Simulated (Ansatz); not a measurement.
Harmonic frequencies (cm⁻¹) at PBE0-D4/def2-TZVP from Ansatz: 17, 57, 100, 213, 223, 311, 407, 486, 630, 704, 765, 776, 836, 838, 866, 902, 912, 944, 972, 1027, 1084, 1384, 2254, 2260, 2282, 3047, 3104.

Each molecule was computed in one conformer, which needn't be the lowest.

Task: Which molecule is it?
A. `O[SiH](Cl)O[Si](O)(F)F`
B. `[SiH3]C[SiH2]Cl`
C. `F[SiH2]C[SiH](F)F`
D. `C[SiH2][Si](F)(F)F`

Result: C.
